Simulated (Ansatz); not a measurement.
CH₂InN⁺, that is InH2(CN) with one electron fewer. The state is a doublet with charge 1. Geometry PBE-D4/def2-TZVP; atoms count from 1.

```xyz
5

In   -0.8055    0.0910    0.0970
H    -2.4197    0.2128   -0.3118
H    -0.0033   -0.2024   -2.0032
C     1.0756   -0.0192    0.8843
N     2.1529   -0.0822    1.3336
```

In the def2 sets In takes a core potential; there is no spin–orbit coupling.

Q: Estimate the Mulliken populations from the PBE0/def2-TZVP orbitals of Ansatz.

A: 
| atom | charge (e) | spin (α − β) |
| --- | --- | --- |
| In1 | 0.75 | 0.15 |
| H2 | 0.15 | 0.04 |
| H3 | 0.20 | 0.77 |
| C4 | -0.19 | -0.01 |
| N5 | 0.09 | 0.04 |
Mulliken values depend strongly on the basis.

Q: Where does the spin sit?

A: Summed by element: In 0.15, H 0.81, C -0.01, N 0.04, of 1 unpaired in all. Largest on single atoms: H3 0.77, In1 0.15, N5 0.04.

Q: And the Mayer bond orders between heavy atoms (over 0.3)?

A: In1–C4 1.05 (2.04 Å); C4–N5 2.83 (1.17 Å).
